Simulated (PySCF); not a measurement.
# Broadened absorption spectrum of C6H6ClFO

Species: C6H6ClFO.
Z-matrix (Å and degrees, GFN2-xTB geometry), rows numbered from 1:
```
F 
C   1  1.4119
C   2  1.4937  1  109.04
C   3  1.3279  2  121.55  1   111.65
O   4  1.3545  3  124.80  2     4.22
C   5  1.3496  4  116.70  3     0.98
C   6  1.3345  5  125.35  4    -2.00
C   7  1.4870  2  116.99  1    66.76
Cl  8  1.8027  7  109.35  2    78.61
H   2  1.0993  1  103.74  3  -120.26
H   3  1.0762  2  117.65  1   -64.66
H   4  1.0793  3  123.78  2  -177.80
H   6  1.0804  5  111.62  4   177.06
H   8  1.0893  7  111.36  2   -38.51
H   8  1.0880  7  112.17  2  -163.34
```

Computed with TDDFT CAM-B3LYP/def2-SVPD, vertical, gas phase, core orbitals frozen in the response (PySCF).

Computed states:

```tsv
state	E (eV)	f
S1	5.75	0.117
S2	6.67	0.041
S3	6.85	0.019
S4	6.89	0.010
S5	6.92	0.030
S6	7.30	0.022
S7	7.58	0.207
S8	7.67	0.068
```

Each state is given a Gaussian of 0.5 eV full width at half maximum, with ε(max) = 2.175×10⁸ f / Δν̃ (Δν̃ the width in cm⁻¹). The width is an assumption, not a result. The curve ends short of the highest state used, and states not computed would add to its high-energy end.

Question: Give the broadened spectrum and its maxima.

Answer: 
(E (eV), ε (L mol⁻¹ cm⁻¹)): (5.00, 13), (5.04, 24), (5.07, 38), (5.11, 68), (5.15, 118), (5.19, 198), (5.22, 284), (5.26, 446), (5.30, 675), (5.34, 988), (5.38, 1394), (5.41, 1764), (5.45, 2340), (5.49, 2996), (5.53, 3702), (5.56, 4239), (5.60, 4923), (5.64, 5517), (5.68, 5968), (5.72, 6230), (5.75, 6286), (5.79, 6168), (5.83, 5841), (5.87, 5339), (5.90, 4877), (5.94, 4192), (5.98, 3482), (6.02, 2798), (6.06, 2183), (6.09, 1784), (6.13, 1349), (6.17, 1033), (6.21, 834), (6.24, 760), (6.28, 754), (6.32, 847), (6.36, 1031), (6.39, 1223), (6.43, 1543), (6.47, 1923), (6.51, 2349), (6.55, 2800), (6.58, 3141), (6.62, 3582), (6.66, 3983), (6.70, 4321), (6.73, 4521), (6.77, 4705), (6.81, 4787), (6.85, 4770), (6.89, 4665), (6.92, 4542), (6.96, 4345), (7.00, 4149), (7.04, 4000), (7.07, 3949)

Maxima: 216 nm (5.75 eV), ε about 6300, made up of S1 (100%); 182 nm (6.82 eV), ε about 4800, made up of S2 (35%), S3 (21%), S4 (11%) and S5 (31%) (ε in L mol⁻¹ cm⁻¹; maxima over ε = 5, shares over 10%).

Question: On this curve, what absorbance would a 10⁻⁴ mol/L sample give at 222 nm over a 1 cm path?

Answer: 222 nm is 5.585 eV, where ε is about 4700 L mol⁻¹ cm⁻¹, so A = ε c l ≈ 0.47 (Beer–Lambert, with the gas-phase spectrum and the assumed width).

Question: What would ε be at 5.75 eV, the highest of these maxima, with half the width (0.25 eV)?

Answer: About 12600 L mol⁻¹ cm⁻¹ against 6290, a factor of about 2.00; a lone state at its own centre would give exactly 2.

Question: Coming from long wavelengths, where does ε first pass 100 L mol⁻¹ cm⁻¹?

Answer: At about 241 nm (5.14 eV), 0.61 eV below S1.

The run took about 2.6 min of CPU time (one thread, shared machine).

One conformer stands for the species.
